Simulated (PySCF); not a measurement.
Compound: C₆H₁₁F₃N (charge +1).
Atom-mapped SMILES: `[F:1][C:2]([F:3])([F:4])[CH2:5][NH+:6]1[CH2:7][CH2:8][CH2:9][CH2:10]1` (hydrogens: H11, H12 on C5; H13 on N6; H14, H15 on C7; H16, H17 on C8; H18, H19 on C9; H20, H21 on C10)

Jobs on this species (21 atoms, 80 electrons) with PySCF (density fitting). Hardware of each: Arm Neoverse V1, one thread, on a shared host. The host was shared with other jobs, so the times are rough.

```json
{"level and settings": "PBE0/pcSseg-1, IEF-PCM dichloromethane", "work": "shieldings, ring-centre shieldings", "basis functions": "225", "SCF cycles": "?", "wall time": "?"}
{"level and settings": "PBE0-D3(BJ)/def2-SVP, grid level 1", "work": "geometry optimisation from a GFN2-xTB start", "basis functions": "195", "SCF cycles": "68", "wall time": "4.2 min"}
{"level and settings": "PBE0/pcSseg-1, IEF-PCM chloroform", "work": "shieldings, ring-centre shieldings, charges and field gradients", "basis functions": "225", "SCF cycles": "13", "wall time": "49 s"}
```

Q: Fill in the missing figures.

A: 
- PBE0/pcSseg-1, IEF-PCM dichloromethane; shieldings, ring-centre shieldings: 47 s, 13 SCF cycles

Q: What do all jobs in the table cost together?

A: About 5.8 min; the longest takes about 72 % of that, and about 5.4 times as long as the shortest.
